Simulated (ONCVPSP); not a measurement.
## Which change was made? (O, ONCV)

- Element: O (Z = 8)
- Generator: ONCVPSP 4.0.1
- Type: optimised norm-conserving Vanderbilt (ONCV)
- Functional: BLYP
- Relativity: scalar-relativistic
- Frozen core: [He]
- Valence charge: 6
- Reference configuration: 2s2 2p4
- Partial waves: 2s: rc 0.65 bohr, ncon 3, nbas 7, qcut 11.6 1/bohr, 2 projectors, debl 3.9 Ha; 2p: rc 1.85 bohr, ncon 4, nbas 8, qcut 8.9 1/bohr, 2 projectors, debl 3.1 Ha; d scattering state at 0.02 Ha: rc 1.70 bohr, ncon 5, nbas 8, qcut 5.5 1/bohr, 1 projector
- Local potential: polynomial inside 0.60 bohr (lpopt 1, dvloc0 3 Ha)
- Core correction: polynomial model core, fcfact 0.6

Cutoffs, loose and tight: the cutoffs (Ha) at which the residual kinetic energy of the hardest occupied pseudo-wave falls to 1 and 0.1 mHa per electron. They do not see the model core or the augmentation charge, which bear on the density cutoff. Test errors are all-electron minus pseudo excitation energies from the reference, over the configurations 2s2 2p3; 2s2 2p2; 2s2 2p1; 2s2 2p3.5; variants that change the core or the reference have their own tests.

The base gives: outcome: generated; cutoff, loose: 43 Ha; cutoff, tight: 55 Ha; bound ghosts: none; GHOST(+) flags above zero: none; largest test error (meV): +1565.

(1) After one change the result is: outcome: generated; cutoff, loose: 85 Ha; cutoff, tight: 113 Ha; bound ghosts: s; GHOST(+) flags above zero: d; largest test error (meV): +473. Which change was it?
A. s: qcut 15.4; p: qcut 11.8; d: qcut 7.3
B. s: qcut 9.3; p: qcut 7.1; d: qcut 4.4
C. s: qcut 16.9; p: qcut 13; d: qcut 8

Results:

(1) C. The others give: s: qcut 9.3; p: qcut 7.1; d: qcut 4.4 → outcome: generated; cutoff, loose: 41 Ha; cutoff, tight: 83 Ha; bound ghosts: none; GHOST(+) flags above zero: d; largest test error (meV): +2253 | s: qcut 15.4; p: qcut 11.8; d: qcut 7.3 → outcome: failed: ERROR pspot: first pseudo wave function has node, program will stop.
